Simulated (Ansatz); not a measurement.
HfAl₆. The state is a singlet with charge 0. Geometry r2SCAN-D4/def2-SVP, basis def2-TZVP, Ansatz.

Cartesian coordinates in Å:
```
Hf -0.281 -0.063 -1.884
Al -0.244 0.556 2.149
Al 1.521 0.471 0.273
Al -2.109 0.202 0.165
Al -0.462 2.064 -0.136
Al 1.781 -1.740 -1.151
Al -0.206 -1.490 0.585
```

| run | HOMO (eV) | LUMO (eV) |
| --- | --- | --- |
| A | -5.03 | -3.12 |
| B | -4.69 | -3.48 |
| C | -4.43 | -3.70 |
| D | -4.54 | -3.69 |
| E | -5.42 | -2.32 |

In the def2 sets Hf takes a core potential; there is no spin–orbit coupling. HSE06 is defined as in plane-wave codes, on full-range PBE exchange. The structure comes from a short search, and lower isomers may exist.

Problem. The runs used BHLYP, HSE06, PBE, PBE0, r2SCAN. Estimate which is which.

Solution. A PBE0 (25 % exact exchange); B HSE06 (range-separated); C PBE (0 % exact exchange); D r2SCAN (0 % exact exchange); E BHLYP (50 % exact exchange). Exact exchange lowers occupied and raises empty levels; among semilocal functionals meta-GGAs tend to open the gap a little, and such runs are hard to tell apart. The gap grows from 0.72 eV (PBE) to 3.10 eV (BHLYP).
